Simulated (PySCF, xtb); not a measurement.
C4H2BrF, SMILES C#C/C(Br)=C\F.

Harmonic wavenumbers (cm⁻¹) from GFN2-xTB (xtb 6.7.1) at its own minimum, in rising order: 110, 193, 209, 249, 338, 393, 484, 635, 657, 734, 782, 979, 1128, 1264, 1652, 2243, 3096, 3397.

What does PBE0-D3(BJ)/def2-SVP run with PySCF give at its own minimum? (The exact figures need the calculation; the answer reports its results.)

129, 214, 232, 286, 379, 451, 593, 668, 724, 779, 872, 1047, 1237, 1355, 1729, 2236, 3247, 3488. Paired by order, the mean absolute difference is 63 cm⁻¹ and the zero-point energies are 26.5 and 28.1 kcal/mol.
